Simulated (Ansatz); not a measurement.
`O=C=NC[SiH3]` + H₂O → `O=C=NCO` + SiH₄ at 700 K and 1 bar (formal hydrolysis of a C–Si bond).

Calculated with Ansatz (gas phase, PBE0-D4/def2-TZVP geometries, no zero-point term in ΔE). CCSD(T)/CBS adds triple-zeta CCSD(T) − MP2 to the extrapolated MP2 energy (def2 sets, frozen cores). This one scheme is used for every species. One conformer a species, not always the lowest.

| species | CCSD(T)/CBS energy (Eh) | H − E (kJ/mol) | S (J/(mol·K)) |
| --- | --- | --- | --- |
| `O=C=NC[SiH3]` | -498.04314 | 246.3 | 449.8 |
| H₂O | -76.37941 | 80.5 | 218.4 |
| `O=C=NCO` | -282.93767 | 205.9 | 394.0 |
| SiH₄ | -291.46306 | 115.5 | 252.9 |

H − E and S are ideal-gas, rigid-rotor, harmonic terms from PBE0-D4/def2-TZVP, for one conformer and one mirror image of each species. 1 Eh = 2625.50 kJ/mol, R = 8.31446 J/(mol·K).

**Question.** By hand: ΔE, ΔH, ΔS and ΔG.

**Answer.** ΔE = (-282.93767) + (-291.46306) − (-498.04314) − (-76.37941) = 0.02182 Eh = 57.3 kJ/mol. Δ(H − E) = 205.9 + 115.5 − 246.3 − 80.5 = -5.4, so ΔH = 51.9 kJ/mol. ΔS = 394.0 + 252.9 − 449.8 − 218.4 = -21.3 J/(mol·K). ΔG = 51.9 − 700 × (-21.3)/1000 = 66.8 kJ/mol.

**Question.** By hand: the equilibrium constant, and the temperature at which ΔG would vanish if ΔH and ΔS stayed fixed.

**Answer.** log₁₀ K = −ΔG/(RT ln 10) = -5.0. ΔH and −TΔS have one sign here, so there is no such temperature.

ΔH outweighs TΔS. A doubt of 5 kJ/mol in ΔE shifts log₁₀ K by 0.4 here. Other conformers and mirror images would add mixing entropy, several J/(mol·K) or more a flexible species. Modes under 60 cm⁻¹, often nearly free rotors, make the harmonic entropy too high. These are equilibria of isolated gas molecules and say nothing of rates. Largest T1 diagnostic: 0.015 (customary marks: 0.02 for closed shells, 0.045 for open ones).
